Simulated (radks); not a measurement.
Task: Coherent X-ray form factor from a spherical all-electron density. Calculated with a radial shooting solver on a logarithmic mesh with Libxc functionals: non-relativistic Kohn-Sham, r2SCAN, spin-unpolarised, spherical densities, point nucleus; meta-GGA in the generalised Kohn-Sham scheme.

sin(theta)/lambda (1/angstrom),f0 (electrons)
0.05,71.237
0.1,69.120
0.15,66.062
0.2,62.519
0.25,58.850
0.3,55.277
0.4,48.807
0.5,43.329
0.6,38.658
0.8,30.988
1,25.090
1.25,20.014
1.5,16.910
2,13.312

The species is in the configuration that NIST lists as its ground one. Which atom or ion scatters so?

Result: The tungsten ion W2+, [Xe] 4f14 5d4. Extrapolating in s^2 from the first two rows gives f0(0) = 71.9, near the electron count 72; among species with that count, the fall with angle is slower the higher Z, and the table is that of Z = 74; from so few rows the species is fixed only to a neighbour or two.
